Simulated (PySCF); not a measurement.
Species: CH₆AsNOSi.
SMILES with atom numbers: `[NH2:1][C:2](=[O:3])[SiH2:4][AsH2:5]` (hydrogens: H6, H7 on N1; H8, H9 on Si4; H10, H11 on As5)

Computed with PBE0-D3(BJ)/def2-SVP geometry optimisation, gas phase (PySCF).

Question: List the bond lengths, angles and torsions at this level.

Answer: 
```tsv
bond	length (bohr)
N1–C2	2.560
C2=O3	2.302
C2–Si4	3.664
Si4–As5	4.454
N1–H6, N1–H7	1.913
Si4–H8, Si4–H9	2.830
As5–H10, As5–H11	2.887
```

Bonds in one row agree within 0.02 bohr and their mean is given. A selection of angles:
```tsv
angle	degrees
C2–N1–H6	122.4
C2–N1–H7	118.7
H6–N1–H7	118.9
N1–C2–O3	122.9
N1–C2–Si4	119.2
O3–C2–Si4	117.9
C2–Si4–As5	101.5
C2–Si4–H8	109.2
C2–Si4–H9	111.1
As5–Si4–H8	110.9
As5–Si4–H9	116.5
H8–Si4–H9	107.4
Si4–As5–H10	92.4
H10–As5–H11	92.2
```

Dihedral angles: N1–C2–Si4–As5 169° (antiperiplanar). The mirror-image conformer, all signs reversed, is as good.

Si4 (SiH2 silicon) is distorted tetrahedral (angles from 101.5° to 116.5°). N1 (nitrogen bound to a carbonyl carbon) is planar (angles 122.4°, 118.9° and 118.7°, sum 360.0°, 0.01 Å off the plane of its three neighbours). As5 (arsenic bonded to Si and 2 H) is pyramidal (angles 92.4°, 92.2° and 90.8°, sum 275.4°, 0.95 Å off the plane of its three neighbours).

Point group: C1 (no symmetry element, even within 0.4 Å). No PBE0-D3(BJ)/def2-SVP frequencies stand behind this structure, so it isn't proved a minimum. One conformer, not necessarily the lowest (N1–C2–Si4–As5 169°, C2–Si4–As5–H -160° and -68°).
